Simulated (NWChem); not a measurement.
All runs are NWChem calculations. System: C2H3Br, charge 1, spin multiplicity 2, at the geometry of a parent with another charge or spin, in a state set for the comparison that need not be this species' ground state. Its SCF solution wasn't tested for a lower state. Level: UMP2/def2-TZVP, 11 core orbitals frozen.

The NWChem input:

```
start mol
memory heap 200 mb stack 900 mb global 1100 mb
charge 1
geometry units angstroms nocenter noautoz
  C      2.092059    -0.385489     0.000000
  C      0.843373    -0.838830     0.000000
  Br    -0.669912     0.276112     0.000000
  H      2.327757     0.681202     0.000000
  H      2.920885    -1.098801     0.000000
  H      0.585669    -1.900420     0.000000
  symmetry group Cs
end
basis spherical
  * library def2-tzvp
end
scf
  uhf
  nopen 1
  maxiter 100
  thresh 1e-7
  semidirect memsize 60000000 filesize 0
  # guess.movecs holds the orbitals of an unrestricted PBE0 run
  vectors input guess.movecs output mol.movecs
end
mp2
  freeze core 11
end
task mp2 energy
```

NWChem printed:

```
             Northwest Computational Chemistry Package (NWChem) 7.3.0
             --------------------------------------------------------

                                NWChem Input Module
                                -------------------

 Scaling coordinates for geometry "geometry" by  1.889725989
 (inverse scale =  0.529177249)

 Turning off AUTOSYM since
 SYMMETRY directive was detected!

                             Geometry "geometry" -> ""
                             -------------------------

 Output coordinates in angstroms (scale by  1.889725989 to convert to a.u.)

  No.       Tag          Charge          X              Y              Z
 ---- ---------------- ---------- -------------- -------------- --------------
    1 C                    6.0000     2.09205900    -0.38548900     0.00000000
    2 C                    6.0000     0.84337300    -0.83883000     0.00000000
    3 Br                  35.0000    -0.66991200     0.27611200     0.00000000
    4 H                    1.0000     2.32775700     0.68120200     0.00000000
    5 H                    1.0000     2.92088500    -1.09880100     0.00000000
    6 H                    1.0000     0.58566900    -1.90042000     0.00000000

 Effective nuclear repulsion energy (a.u.)     144.7797964491

            Nuclear Dipole moment (a.u.)
            ----------------------------
        X                 Y               Z
 ---------------- ---------------- ----------------
    -0.0000321253    -0.0000245664     0.0000000000

      Symmetry information
      --------------------

 Group name             Cs
 Group number              2
 Group order               2
 No. of unique centers     6

      Symmetry unique atoms

     1    2    3    4    5    6


 Summary of "ao basis" -> "" (spherical)
 ------------------------------------------------------------------------------
       Tag                 Description            Shells   Functions and Types
 ---------------- ------------------------------  ------  ---------------------
 *                         def2-tzvp                  on all atoms

 Summary of "ao basis" -> "ao basis" (spherical)
 ------------------------------------------------------------------------------
       Tag                 Description            Shells   Functions and Types
 ---------------- ------------------------------  ------  ---------------------
 C                         def2-tzvp                11       31   5s3p2d1f
 Br                        def2-tzvp                16       48   6s5p4d1f
 H                         def2-tzvp                 4        6   3s1p

                                 NWChem SCF Module
                                 -----------------

  ao basis        = "ao basis"
  functions       =   128
  atoms           =     6
  alpha electrons =    25
  beta  electrons =    24
  charge          =   1.00
  wavefunction    = UHF
  use symmetry    = T
  symmetry adapt  = T

 Summary of "ao basis" -> "ao basis" (spherical)
 ------------------------------------------------------------------------------
       Tag                 Description            Shells   Functions and Types
 ---------------- ------------------------------  ------  ---------------------
 C                         def2-tzvp                11       31   5s3p2d1f
 Br                        def2-tzvp                16       48   6s5p4d1f
 H                         def2-tzvp                 4        6   3s1p

      Symmetry analysis of basis
      --------------------------

        a'         89
        a"         39

 Forming initial guess at       0.0s

   Symmetry analysis of molecular orbitals - initial alpha
   -------------------------------------------------------

  Numbering of irreducible representations:

     1 a'          2 a"

  Orbital symmetries:

     1 a'          2 a'          3 a"          4 a'          5 a'
     6 a'          7 a'          8 a'          9 a'         10 a"
    11 a'         12 a'         13 a"         14 a'         15 a"
    16 a'         17 a'         18 a'         19 a'         20 a'
    21 a'         22 a"         23 a'         24 a'         25 a"
    26 a"         27 a'         28 a'         29 a'         30 a'
    31 a'         32 a'         33 a'         34 a"         35 a'

   Symmetry analysis of molecular orbitals - initial beta
   ------------------------------------------------------

  Numbering of irreducible representations:

     1 a'          2 a"

  Orbital symmetries:

     1 a'          2 a'          3 a'          4 a"          5 a'
     6 a'          7 a'          8 a'          9 a'         10 a"
    11 a'         12 a'         13 a"         14 a'         15 a"
    16 a'         17 a'         18 a'         19 a'         20 a'
    21 a'         22 a'         23 a"         24 a'         25 a"
    26 a"         27 a'         28 a'         29 a'         30 a'
    31 a'         32 a'         33 a'         34 a"         35 a'

 Starting SCF solution at       0.1s

 ----------------------------------------------
         Quadratically convergent UHF

 Convergence threshold     :          1.000E-07
 Maximum no. of iterations :          100
 Integral*density screening:          1.000E-09
 ----------------------------------------------

              iter       energy          gnorm     gmax       time
             ----- ------------------- --------- --------- --------
                 1    -2649.5502948807  7.08D-01  2.85D-01      2.0
                 2    -2649.5691456037  1.31D-01  2.14D-02      2.1
                 3    -2649.5715859062  1.09D-02  7.24D-03      2.6
                 4    -2649.5722922744  5.78D-03  3.23D-03      4.0
[...]
   Bfn.  Coefficient  Atom+Function         Bfn.  Coefficient  Atom+Function
  ----- ------------  ---------------      ----- ------------  ---------------
    80      0.456965  3 Br pz                74     -0.289829  3 Br pz
    77      0.249101  3 Br pz                83      0.211021  3 Br pz
    42      0.188497  2 C  pz                39      0.171641  2 C  pz

 Vector   25  Occ=0.000000D+00  E=-2.859999D-01  Symmetry=a"
              MO Center=  8.8D-01, -3.8D-01, -4.8D-15, r^2= 2.9D+00
   Bfn.  Coefficient  Atom+Function         Bfn.  Coefficient  Atom+Function
  ----- ------------  ---------------      ----- ------------  ---------------
    80      0.286412  3 Br pz                83      0.258228  3 Br pz
    42     -0.239091  2 C  pz                39     -0.234515  2 C  pz
     8     -0.209658  1 C  pz                45     -0.209471  2 C  pz
    11     -0.201383  1 C  pz                14     -0.190453  1 C  pz
    74     -0.186622  3 Br pz                77      0.168032  3 Br pz

 Vector   26  Occ=0.000000D+00  E=-7.113375D-02  Symmetry=a'
              MO Center= -1.1D-01,  6.5D-03, -8.3D-15, r^2= 4.1D+00
   Bfn.  Coefficient  Atom+Function         Bfn.  Coefficient  Atom+Function
  ----- ------------  ---------------      ----- ------------  ---------------
    36      1.141982  2 C  s                113     -0.832415  4 H  s
   125     -0.724108  6 H  s                 13      0.594427  1 C  py
    35      0.588273  2 C  s                 81     -0.547405  3 Br px
    68     -0.498765  3 Br s                 82      0.440058  3 Br py
   119      0.295029  5 H  s                 41      0.220883  2 C  py

 Vector   27  Occ=0.000000D+00  E=-6.796764D-02  Symmetry=a"
              MO Center=  1.5D+00, -4.3D-01, -4.7D-14, r^2= 3.5D+00
   Bfn.  Coefficient  Atom+Function         Bfn.  Coefficient  Atom+Function
  ----- ------------  ---------------      ----- ------------  ---------------
    14      0.887154  1 C  pz                45     -0.780480  2 C  pz
    83      0.308250  3 Br pz                42     -0.238252  2 C  pz
     8      0.233404  1 C  pz                39     -0.226777  2 C  pz
    11      0.186898  1 C  pz

 center of mass
 --------------
 x =  -0.21968244 y =   0.08902458 z =   0.00000000

 moments of inertia (a.u.)
 ------------------
          76.444029826596         125.421957944376           0.000000000000
         125.421957944376         392.390746506334           0.000000000000
           0.000000000000           0.000000000000         468.834776332930

  Mulliken analysis of the total density
  --------------------------------------

    Atom       Charge   Shell Charges
 -----------   ------   -------------------------------------------------------
    1 C    6     6.07   0.86  1.12  0.53  0.66  0.09  1.20  1.26  0.27  0.02  0.06  0.01
    2 C    6     5.98   0.86  1.12  0.52  0.64  0.06  1.14  1.30  0.20  0.02  0.11  0.01
    3 Br  35    34.70   2.00  2.00  1.16  0.77  1.04  0.95  6.00  5.94  1.21  2.68  0.88  8.99  1.02  0.00  0.05  0.01
    4 H    1     0.75   0.25  0.44  0.03  0.02
    5 H    1     0.76   0.25  0.44  0.04  0.02
    6 H    1     0.75   0.25  0.44  0.03  0.03

  Mulliken analysis of the alpha density
  --------------------------------------

    Atom       Charge   Shell Charges
 -----------   ------   -------------------------------------------------------
    1 C    6     3.34   0.43  0.56  0.27  0.34  0.05  0.70  0.77  0.17  0.01  0.03  0.00
    2 C    6     3.09   0.43  0.56  0.26  0.33  0.02  0.61  0.71  0.09  0.01  0.06  0.00
    3 Br  35    17.48   1.00  1.00  0.58  0.39  0.52  0.47  3.00  2.97  0.65  1.42  0.45  4.49  0.51  0.00  0.02  0.00
    4 H    1     0.36   0.12  0.21  0.01  0.01
    5 H    1     0.36   0.12  0.21  0.01  0.01
    6 H    1     0.37   0.13  0.22  0.01  0.01

   Mulliken analysis of the beta density
   -------------------------------------

    Atom       Charge   Shell Charges
 -----------   ------   -------------------------------------------------------
    1 C    6     2.73   0.43  0.56  0.26  0.32  0.04  0.50  0.49  0.09  0.01  0.02  0.00
    2 C    6     2.88   0.43  0.56  0.26  0.31  0.04  0.52  0.60  0.10  0.01  0.05  0.00
    3 Br  35    17.22   1.00  1.00  0.58  0.39  0.52  0.47  3.00  2.97  0.56  1.25  0.43  4.50  0.51  0.00  0.03  0.00
    4 H    1     0.39   0.13  0.23  0.02  0.01
    5 H    1     0.40   0.13  0.23  0.02  0.01
    6 H    1     0.38   0.13  0.23  0.01  0.01

   Mulliken analysis of the spin density
   -------------------------------------

    Atom       Charge   Shell Charges
 -----------   ------   -------------------------------------------------------
    1 C    6     0.61   0.00 -0.00  0.01  0.02  0.01  0.20  0.28  0.08  0.00  0.01 -0.00
    2 C    6     0.21  -0.00 -0.00  0.00  0.02 -0.01  0.09  0.11 -0.01  0.00  0.01  0.00
    3 Br  35     0.26  -0.00  0.00  0.00 -0.00  0.01  0.00  0.00  0.00  0.08  0.17  0.01 -0.00  0.00  0.00 -0.01 -0.00
    4 H    1    -0.03  -0.01 -0.02 -0.01  0.00
    5 H    1    -0.04  -0.01 -0.02 -0.01  0.00
    6 H    1    -0.01  -0.00 -0.01 -0.00  0.00

       Multipole analysis of the density wrt the origin
       ------------------------------------------------

     L   x y z        total         alpha         beta         nuclear
     -   - - -        -----         -----         ----         -------
     0   0 0 0      1.000000    -25.000000    -24.000000     50.000000

     1   1 0 0      2.028774      0.013999      2.014807     -0.000032
     1   0 1 0     -0.857088     -0.142720     -0.714343     -0.000025
     1   0 0 1      0.000000      0.000000      0.000000      0.000000

     2   2 0 0     -8.881705   -117.239865   -107.792422    216.150582
     2   1 1 0     -3.466433     32.308933     29.554633    -65.329999
     2   1 0 1      0.000000      0.000000     -0.000000      0.000000
     2   0 2 0    -16.901769    -32.486086    -31.070729     46.655046
     2   0 1 1     -0.000000     -0.000000     -0.000000      0.000000
     2   0 0 2    -21.237675    -11.719484     -9.518191      0.000000

                   NWChem MP2 Semi-direct Energy/Gradient Module
                   ---------------------------------------------

  Basis functions       =    128
  Molecular orbitals    =    128
  Frozen core           =     11
  Frozen virtuals       =      0
  Active alpha occupied =     14
  Active beta occupied  =     13
  Active alpha virtual  =    103
  Active beta virtual   =    104
  Use MO symmetry       = T
  Use skeleton AO sym   = T

  AO/Fock/Back tols     =   1.0D-09  1.0D-09  1.0D-09

 GA uses MA = F    GA memory limited = T

 Available:
  local mem=  1.26D+08
 global mem=  1.44D+08
 local disk=  0.00D+00
  mp2_memr nvloc                   103
  nvloc new                   103
   1 passes of  14:        5242880                     105494                  39623090.
   1 passes of  14: M    126147423           G      144146432           F     120904543.

 Semi-direct pass number   1 of   1  for UHF alpha       at        8.5s
  vrange nnbf                  8076
  mp2_eaftype                   151  avail_ma_in_mb                  1099
 EAF : mp2_eaftype filesize         151   19811545.
  mp2_eaf for mointskh                    151
Node 0 wrote     93.2 Mb in      0.0 s     Agg I/O rate:  7157.2 Mb/s
 Done moints_semi at       13.6s
  mp2_eaftype                   151  avail_ma_in_mb                   948
 EAF : mp2_eaftype filesize         151   19811545.
  mp2_eaf for kh                   151
 Done maket at       13.8s
 Done multipass loop at       13.8s

 GA uses MA = F    GA memory limited = T

 Available:
  local mem=  1.26D+08
 global mem=  1.44D+08
 local disk=  0.00D+00
  mp2_memr nvloc                   104
  nvloc new                   104
   1 passes of  13:        5242880                     100996                  37151834.
   1 passes of  13: M    126147423           G      144146432           F     120904543.

 Semi-direct pass number   1 of   1  for UHF beta        at       13.9s
  vrange nnbf                  8076
  mp2_eaftype                   141  avail_ma_in_mb                  1099
 EAF : mp2_eaftype filesize         141   18575917.
  mp2_eaf for mointskh                    141
Node 0 wrote     87.4 Mb in      0.0 s     Agg I/O rate:  7716.3 Mb/s
 Done moints_semi at       18.6s
  mp2_eaftype                   141  avail_ma_in_mb                   958
 EAF : mp2_eaftype filesize         141   18575917.
  mp2_eaf for kh                   141
 Done maket at       18.8s
 Done multipass loop at       18.8s

          -------------------------------------------
          SCF energy               -2649.572403656518
          Correlation energy          -0.551416198184
          Singlet pairs                0.000000000000
          Triplet pairs                0.000000000000
          Total MP2 energy         -2650.123819854702
          -------------------------------------------

          ---------------------------------------------------
                    Spin Component Scaled (SCS) MP2
          Same spin pairs                     -0.147441923328
          Same spin scaling factor             0.333333333333
          Opposite spin pairs                 -0.403974274856
          Opposite spin scaling fact.          1.200000000000
          SCS-MP2 correlation energy          -0.533916437603
          Total SCS-MP2 energy             -2650.106320094121
          ---------------------------------------------------

 -----------------------
 Performance information
 -----------------------

 Timer overhead =  1.22D-07 seconds/call

               Nr. of calls         CPU time (s)                 Wall time (s)                GFlops
             ---------------    -------------------     ------------------------------   -------------------
Name         Min   Avg   Max    Min     Avg     Max     Min     Avg     Max   Mx/calls   Min     Max     Sum
mp2: moin     2     2     2    9.8     9.8     9.8      9.8     9.8     9.8     4.9      0.0     0.0     0.0
mp2: make     2     2     2   0.41    0.41    0.41     0.41    0.41    0.41    0.21      0.0     0.0     0.0
mp2: tota     1     1     1    10.     10.     10.      10.     10.     10.     10.      0.0     0.0     0.0

 The average no. of pstat calls per process was 5.00D+00
 with a timing overhead of 6.10D-07s

 Task  times  cpu:       18.8s     wall:       18.8s

 Total times  cpu:       18.8s     wall:       18.8s
```
